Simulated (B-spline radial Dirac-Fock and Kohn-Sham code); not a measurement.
Hf: input and output of one calculation

ΔSCF core binding energies without Breit or QED terms, calculated with an atomic code on a B-spline grid. Keys: rel is the Hamiltonian (dirac, or spin-free x2c and nr, where L3 and M5 stand for the whole 2p and 3d shells), method is hf or an exchange,correlation pair (spin-unpolarised, also for the hole states), nuc the nuclear model, radius_factor scales its radius, rmax is the box in bohr, h the logarithmic mesh step, order the B-spline order, points the quadrature points per cell, c_factor scales the speed of light, and damp, ndamp, maxit and tol steer the iteration. The run stops when the commutator error falls below 10·tol·max(1, Z/10), or the numerical noise floor, and the energy has settled to about 1e-8 Ha; the virial ratio is −V/T.

Input (task.json):

```json
{"items": [{"Z": 72, "q": 0, "cfg": [[1, 0, 2], [2, 0, 2], [2, 1, 6], [3, 0, 2], [3, 1, 6], [3, 2, 10], [4, 0, 2], [4, 1, 6], [4, 2, 10], [4, 3, 14], [5, 0, 2], [5, 1, 6], [5, 2, 2], [6, 0, 2]], "A": 180, "rrms": 5.347, "do": "settings", "holes": ["K", "L3", "M5"],
  "settings": [{"rel": "dirac", "method": "hf", "nuc": "fermi", "radius_factor": 1.0, "rmax": 3.0, "h": 0.3, "order": 8, "points": 10, "c_factor": 1.0, "maxit": 56, "damp": 0.5, "ndamp": 3, "tol": 1e-08}]}]}
```

Command: `python xray2_run.py task.json out`

Ground-state iterations:

```
iter   energy (Ha)        error
   1   -15083.76485619  2.17e+00
   2   -15083.40903762  3.31e-01
   3   -15085.46838555  1.32e-01
   4   -15085.64170707  1.68e-02
   5   -15085.63749067  2.82e-02
   6   -15085.64826735  2.77e-03
   7   -15085.64839183  1.14e-04
   8   -15085.64839247  1.05e-04
   9   -15085.64839260  3.15e-06
  10   -15085.64839260  3.00e-07
```

The ground state converged in 10 iterations, with total energy -15085.64839 Ha, virial ratio 1.89370 and highest orbital energy 29.53 eV. ΔSCF binding energies: K (1s) 65645.5 eV, L3 (2p3/2) 9572.4 eV, M5 (3d5/2) 1651.4 eV.

Task: One setting is unsound. Which, and why?

Result: rmax squeezes the outer orbitals. With the default settings (Dirac Hartree-Fock): The ground state converged in 12 iterations, with total energy -15088.73592 Ha, virial ratio 1.89451 and highest orbital energy -6.41 eV. ΔSCF binding energies: K (1s) 65665.2 eV, L3 (2p3/2) 9591.6 eV, M5 (3d5/2) 1670.1 eV.
